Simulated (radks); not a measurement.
Task: Bi5+, configuration [Xe] 4f14 5d10. Calculated with a radial shooting solver on a logarithmic mesh with Libxc functionals: non-relativistic Kohn-Sham, PBE, spin-polarised, spherical densities, point nucleus; relativity is left out, which matters for an element this heavy. Some entries of the table are withheld. Estimate them.

| orbital | occ. | eigenvalue (eV) | <1/r> (bohr^-1) |
|---|---|---|---|
| 1s | 2 | -81075.89 | (1) |
| 2s | 2 | -13745.77 | (2) |
| 2p | 6 | -13245.65 | (3) |
| 3s | 2 | -3336.291 | 7.577 |
| 3p | 6 | -3097.643 | 7.535 |
| 3d | 10 | -2652.190 | 7.473 |
| 4s | 2 | -790.4074 | 3.349 |
| 4p | 6 | -685.0652 | 3.265 |
| 4d | 10 | -490.3676 | 3.093 |
| 4f | 14 | -225.8552 | 2.791 |
| 5s | 2 | -177.5554 | (4) |
| 5p | 6 | -141.5339 | (5) |
| 5d | 10 | -82.2049 | (6) |

Result: 
(1) 1s <1/r> (bohr^-1): 82.45
(2) 2s <1/r> (bohr^-1): 19.45
(3) 2p <1/r> (bohr^-1): 19.49
(4) 5s <1/r> (bohr^-1): 1.445
(5) 5p <1/r> (bohr^-1): 1.343
(6) 5d <1/r> (bohr^-1): 1.102
